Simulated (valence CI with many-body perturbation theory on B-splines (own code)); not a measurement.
Values are calculated unless marked as measured or tabulated.
**Sensitivity of CI+MBPT for Gd XXIV**

Level of theory: relativistic CI+MBPT: five valence electrons over a frozen Dirac-Fock core [Kr], radial functions for each j: 6 s, 6 p, 5 d, 5 f, 1 g, with the one-electron correlation potential Σ1, the two-electron term Σ2, the three-electron term Σ3, Breit, model QED; selected CI, second order for the rest, scaled by the run's own slope (own B-spline code, finite nucleus).

No measured spectrum was set against this ion. As an estimate, terms of the open shell hold to 2 to 4 % of their energy, and close levels can change places. Among the levels kept, up to 430 cm⁻¹ of a level comes from second order outside the variational space, and about a tenth of that is noise between levels of different J, which matters for small intervals. Only levels of the ground parity were solved; by the run's estimate the other parity begins above the list, which can be wrong where configurations are misplaced.

The reference run has the lowest level (4d3/2^4 4d5/2) J=5/2 and an ionisation energy of 762.130 eV. Its largest variational space holds 9990 state functions.

Levels are named by their leading jj configuration (3d3/2^4 stands for four electrons in 3d with j = 3/2), which in mixed levels can hold well under half, so a name can repeat and another be missing. Letters in brackets count levels of one name in rising energy.

| Level | Reference (cm⁻¹) | Shift (cm⁻¹) |
| --- | --- | --- |
| (4d3/2^3 4d5/2^2) J=5/2 [a] | 42028 | +1523 |
| (4d3/2^3 4d5/2^2) J=7/2 [a] | 68648 | +2306 |
| (4d3/2^3 4d5/2^2) J=3/2 [a] | 71328 | +2696 |
| (4d3/2^3 4d5/2^2) J=11/2 | 73991 | +2101 |
| (4d3/2^3 4d5/2^2) J=9/2 | 80674 | +2364 |
| (4d3/2^3 4d5/2^2) J=5/2 [b] | 82585 | +2309 |
| (4d3/2^3 4d5/2^2) J=1/2 | 87785 | +2923 |
| (4d3/2^3 4d5/2^2) J=7/2 [b] | 99464 | +4023 |
| (4d3/2^2 4d5/2^3) J=5/2 [a] | 108753 | +2720 |
| (4d3/2^2 4d5/2^3) J=7/2 [a] | 119315 | +2958 |
| (4d3/2^3 4d5/2^2) J=3/2 [b] | 122302 | +3980 |
| (4d3/2^2 4d5/2^3) J=11/2 | 123000 | +2155 |

The ionisation energy moves by -0.129 eV.

Q: Which of these changes was made?
A. natural orbitals for correlation on → off; three-electron term on → off
B. shift of the energy in Σ1 (hartree) 0 → 4.356
C. scale of Σ1 1 → -1
D. Davidson tolerance 2e-05 → 0.001

A: A. natural orbitals for correlation on → off; three-electron term on → off.
